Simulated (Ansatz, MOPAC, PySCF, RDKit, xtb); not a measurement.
Noncovalent pair: CH3F (SMILES CF) (first 5 atoms) with C2H3N (SMILES CC#N); geometry from B3LYP-D3(BJ)/def2-TZVP, rigid monomers moved along the line of their centres of mass till F2···H9 is 3.33 Å.
(charge 0, multiplicity 1):
| atom | x (Å) | y (Å) | z (Å) |
|---|---|---|---|
| C | 0.3729 | 0.5925 | -0.1777 |
| F | 1.1632 | -0.2915 | 0.5656 |
| H | -0.1778 | 1.2259 | 0.5152 |
| H | 1.0306 | 1.1901 | -0.8090 |
| H | -0.3111 | 0.0062 | -0.7914 |
| C | 0.8947 | -0.1914 | 4.7544 |
| C | -0.0167 | 0.8689 | 4.3577 |
| N | -0.7357 | 1.7044 | 4.0311 |
| H | 1.2425 | -0.7158 | 3.8650 |
| H | 1.7526 | 0.2292 | 5.2797 |
| H | 0.3875 | -0.8950 | 5.4149 |

| level | interaction energy (meV) | cost |
|---|---|---|
| MMFF94 | -82.6 | - |
| UFF | -23.0 | - |
| AM1 | -26.0 | - |
| PM6 | -44.0 | - |
| PM7 | -75.5 | - |
| GFN2-xTB | -91.7 | - |
| HF/STO-3G (no counterpoise) | -30.1 | - |
| HF/6-31G* | -68.1 | - |
| PBE/def2-TZVPPD | -71.4 | ×1 |
| BP86/6-31G* (no counterpoise) | -60.6 | - |
| r2SCAN/def2-TZVPPD | -72.7 | ×2 |
| r2SCAN-D3(BJ)/def2-TZVPPD | -83.4 | ×2 |
| B3LYP/3-21G (no counterpoise) | -71.2 | - |
| B3LYP/6-31G* (no counterpoise) | -74.8 | - |
| B3LYP/6-311+G** (no counterpoise) | -69.8 | - |
| B3LYP/def2-TZVPPD | -60.6 | ×1 |
| B3LYP-D4/def2-TZVPPD | -84.1 | ×1 |
| PBE0/def2-TZVPPD | -72.4 | ×1 |
| MP2/aug-cc-pVDZ | -82.2 | - |
| CCSD(T)/aug-cc-pVDZ | -81.6 | ×20 |

The rows run from -91.7 (GFN2-xTB) to -23.0 meV (UFF). The dispersion term adds -10.7 in r2SCAN-D3(BJ), -23.4 in B3LYP-D4. The 4 functionals in def2-TZVPPD without D3 or D4 span 12.1, from r2SCAN to B3LYP.

Monomers are frozen at their geometry in the pair; levels with a basis set take the counterpoise correction. Rows marked so take none. RDKit's UFF carries no charges.

Cores are frozen in the correlated methods. Rows in 3-21G, 6-311+G**, 6-31G*, STO-3G carry no dispersion term and start afresh at each structure (6-31G* with six Cartesian d functions). The state that AM1, PM6, PM7 reach isn't checked; PM7 holds dispersion and hydrogen-bond terms.

The values were computed with Ansatz (an electronic-structure program) with Gaussian orbitals; MOPAC for AM1, PM6, PM7 (differences of heats of formation); PySCF for 3-21G rows, 6-311+G** rows, 6-31G* rows, STO-3G rows, the dispersion terms; RDKit for the force fields; xtb for the GFN methods. Each number belongs to the level named beside it.

Costs are rough ratios of core time to PBE/def2-TZVPPD (about 5 s over the structures, on one shared machine); a dash marks a level with no comparable run of its own.
